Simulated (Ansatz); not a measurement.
Breaking a bond: ClMg (cation, charge +1), lowest singlet found (which spin is the ground state isn't settled by this scan).

- RHF/cc-pVDZ (Ansatz, a quantum-chemistry and plane-wave program)
- RMP2 = MP2 on RHF/cc-pVDZ, frozen core (Ansatz)
- UHF/cc-pVDZ (Ansatz)
- UMP2 = MP2 on UHF/cc-pVDZ, frozen core (Ansatz)
- RKS-CAM-B3LYP = restricted CAM-B3LYP/cc-pVDZ (Ansatz)
- UKS-CAM-B3LYP = unrestricted CAM-B3LYP/cc-pVDZ run with Ansatz
- RKS-PBE = restricted PBE/cc-pVDZ (Ansatz)
- UKS-PBE = Ansatz with unrestricted PBE/cc-pVDZ
- FCI = full CI/cc-pVDZ, frozen core in Ansatz

All curves are set to zero at 2.09 Å and compared with full CI in the same basis at 2.09, 2.22, 2.32, 2.39, 2.47, 2.55, 2.60, 2.73, 2.91, 3.08, 3.29 Å.

Order the methods by the spread of their error (largest minus smallest) over these points.

UKS-PBE has the smallest spread and UHF the largest. In order (kcal/mol): UKS-PBE 2.77, RKS-PBE 3.32, UKS-CAM-B3LYP 4.84, RMP2 10.51, RKS-CAM-B3LYP 12.16, RHF 19.00, UMP2 19.17, UHF 21.90.

Errors against full CI at some of the points (kcal/mol):

| method | 2.60 Å | 3.08 Å | 3.29 Å |
|---|---|---|---|
| UKS-PBE | -2.0 | -2.6 | -1.3 |
| RKS-PBE | -2.0 | -1.8 | 0.7 |
| UKS-CAM-B3LYP | 2.6 | 4.8 | 3.6 |
| RMP2 | 1.6 | 6.7 | 10.5 |
| RKS-CAM-B3LYP | 2.6 | 7.6 | 12.2 |
| RHF | 3.6 | 12.4 | 19.0 |
| UMP2 | 1.6 | 11.4 | 5.0 |
| UHF | 3.6 | -11.4 | -18.3 |

The scan ran from 1.76 to 8.28 Å; beyond the distances shown full CI changes its symmetry label. The restricted form behind RHF, RMP2, RKS-CAM-B3LYP, RKS-PBE keeps the bonding electrons paired and can't separate into open-shell fragments. The T1 diagnostic of CCSD on the restricted reference of RMP2 exceeds 0.045 at 3.29 Å. The unrestricted solution behind UHF, UMP2 changes between 2.73 and 2.91 Å, which can leave a kink. The unrestricted determinant behind UHF, UMP2 is spin-contaminated at 2.73 to 3.29 Å (<S²> up to 1.0, against 0.00 for a pure singlet). The unrestricted determinant behind UKS-CAM-B3LYP is spin-contaminated at 2.91 to 3.29 Å (<S²> up to 0.8, against 0.00 for a pure singlet). The unrestricted determinant behind UKS-PBE is spin-contaminated at 2.91 to 3.29 Å (<S²> up to 0.5, against 0.00 for a pure singlet).
